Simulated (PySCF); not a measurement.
**Core binding energy against partial charge**

C₇H₉PS.
Atom-mapped SMILES: `[CH3:1][S:2][c:3]1[cH:4][cH:5][c:6]([CH3:7])[cH:8][p:9]1`

Structure used (PBE0-D3(BJ)/def2-SVP), in Å, numbered top down from 1:
```
atom  x, y, z in Å
C1     3.807   -0.512   -0.289
S2     2.910    0.799    0.551
C3     1.228    0.356    0.302
C4     0.292    1.234    0.872
C5    -1.082    1.071    0.794
C6    -1.721    0.006    0.135
C7    -3.223   -0.066    0.143
C8    -0.963   -0.972   -0.500
P9     0.768   -1.078   -0.599
H10    3.570   -0.538   -1.363
H11    3.592   -1.495    0.155
H12    4.872   -0.278   -0.157
H13    0.672    2.107    1.414
H14   -1.709    1.825    1.279
H15   -3.599   -0.321    1.147
H16   -3.594   -0.828   -0.556
H17   -3.671    0.900   -0.135
H18   -1.500   -1.784   -1.006
```

Binding energies: delta-SCF UKS SCAN, pcX-2 on the ionised atom, pcseg-1 elsewhere, spin-free X2C in PySCF 2.14.0. Charges: PBE0/pcSseg-1 ground-state density, for the ionised atom.

| atom | environment | C 1s (eV) | Mulliken (e) | IAO (e) | Hirshfeld (e) | ESP (e) |
| --- | --- | --- | --- | --- | --- | --- |
| C8 | aromatic CH carbon | 289.76 | -0.358 | -0.373 | -0.111 | -0.115 |
| C5 | aromatic CH carbon | 290.08 | -0.079 | -0.143 | -0.044 | +0.068 |
| C4 | aromatic CH carbon | 290.17 | +0.041 | -0.143 | -0.057 | -0.563 |
| C6 | substituted aromatic carbon | 290.20 | -0.268 | +0.020 | +0.008 | +0.062 |
| C3 | substituted aromatic carbon | 290.53 | -0.576 | -0.330 | -0.076 | +0.353 |
| C7 | benzylic-type carbon | 290.69 | -0.151 | -0.417 | -0.112 | -0.524 |
| C1 | S-methyl carbon | 291.19 | -0.417 | -0.509 | -0.121 | -0.351 |

Task: How well does each charge scheme correlate with the binding energies over these sites?

Result: ESP: r = -0.25, slope -0.3 eV per e; Mulliken: r = -0.33, slope -0.7 eV per e; Hirshfeld: r = -0.41, slope -4.2 eV per e; IAO: r = -0.57, slope -1.4 eV per e. On 7 points no scheme stands out.

Task: The point-charge model writes a binding energy as kq + V + constant, with V the potential of the other atoms' charges at the site. What does it give with the ESP charges?

Result: V = Σ 14.40 eV Å × q/r over all other atoms: +0.87 eV at C8, -2.07 eV at C5, +6.54 eV at C4, -2.44 eV at C6, -6.18 eV at C3, +6.77 eV at C7, +4.78 eV at C1. Fitting binding energy − V to q gives k = 14.3 eV per e and leaves an rms residual of 0.39 eV, against 0.42 eV for the fit on q alone. The model has no term for differences in relaxation between sites.

The unrestricted hole states depart most from a pure doublet (⟨S²⟩ = 0.75; over 0.85 named) for C 1s of C3 (0.87), which makes this value less certain. Geometry: PBE0-D3(BJ)/def2-SVP, one conformer, isolated molecule.
